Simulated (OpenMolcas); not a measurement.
Mo III.

| Quantity | Value |
| --- | --- |
| Program | OpenMolcas |
| Method | CASSCF |
| Basis | ANO-RCC-VDZP [6s5p3d1f] |
| Scalar Hamiltonian | X2C, point nucleus |
| Active space | 4 electrons in 5 orbitals (4d) |
| State averaging | 2S+1 = 5 even, 5 roots; 2S+1 = 3 even, 45 roots (30 in the spin-orbit step); 2S+1 = 1 even, 50 roots (22 in the spin-orbit step) |
| Spin-orbit coupling | state interaction with AMFI integrals over the reference wave functions, term energies averaged over their components |

Levels without dynamic correlation, in cm⁻¹ above 4d⁴ ⁵D₀:

```csv
Level,E
4d⁴ ³F₃,17819
4d⁴ ³H₄,15368
4d⁴ ³P₀,15974
```

On this reference, SS-CASPT2, IPEA 0.25 Eh, imaginary shift 0.1 Eh (closed shells correlated: 4s 4p) puts 4d⁴ ³F₃ at 15520 cm⁻¹.

**Question.** Estimate the other levels at that method by one scale factor, and say how well it serves.

**Answer.** The factor is 15520 / 17819 = 0.871. Scaled values beside those that SS-CASPT2 gives and measured ones (Sugar and Musgrove, J. Phys. Chem. Ref. Data 17, 155 (1988)):
```
  Level  Scaled  SS-CASPT2  Miss (%)  Measured
4d⁴ ³H₄   13386      14280      -6.3     12680
4d⁴ ³P₀   13913      12750      +9.1     11149
```
For these levels the scaled values miss SS-CASPT2 by up to 9.1 %, as correlation changes each term by its own factor, spin-orbit parts do not scale and CASPT2 has its own spread within terms. This holds within one configuration; levels of others move differently, and the target method has errors of its own against measurement.

Term energies are means over components that CASPT2 splits; among the terms shown or strongly mixed into the levels shown the widest spread is 190 cm-1 (4d⁴ ³F, SS-CASPT2). Some high roots are left out of the spin-orbit mixing, which shifts the levels that they would mix with. Levels of configurations with an s electron are missing; early in the row they begin among the upper levels of the d shell and mix with terms of their name. Without dynamic correlation excited terms often stand tens of per cent too high (terms of higher spin than the ground term too low), and those without a measured partner can miss by more than the paired ones (holds for CASSCF). Measured partners are found by configuration, term and J. A level has none where our copy of the source lacks it or the pairing is in doubt (some pairs that miss far off the trend of their configuration count as doubtful), and it then counts in no deviation. Only configurations of the active space appear.
